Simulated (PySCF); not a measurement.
# [SbCl4]+: one-bond stretch

Level of theory: PySCF, B3LYP, basis Sb def2-SVP with ECP28, Cl def2-SVP (scalar-relativistic core potentials, no spin–orbit coupling, density fitting).

Rigid scan from the singlet minimum (Sb–Cl 2.296 Å (×4); Cl–Sb–Cl 109.5° (×6)). Coordinate: the bond from Sb to the last atom (Cl) scaled, the rest fixed. Energies in kJ/mol from the minimum.

Q: Predict the curve at 0.92, 0.96, 1.00, 1.05, 1.12, 1.20, 1.35, 1.55, 1.80, 2.20.

A: 
```csv
scale of one bond,E (kJ/mol),"dipole size (D, about the centre of mass)"
0.92,36.4,0.67
0.96,7.9,0.32
1.00,0.0,0.00
1.05,8.9,0.35
1.12,41.0,0.73
1.20,88.7,0.99
1.35,176.0,1.10
1.55,261.9,–
1.80,323.7,–
2.20,359.4,–
```

At long bonds a restricted determinant can lie too high, and another spin state can fall below this curve.
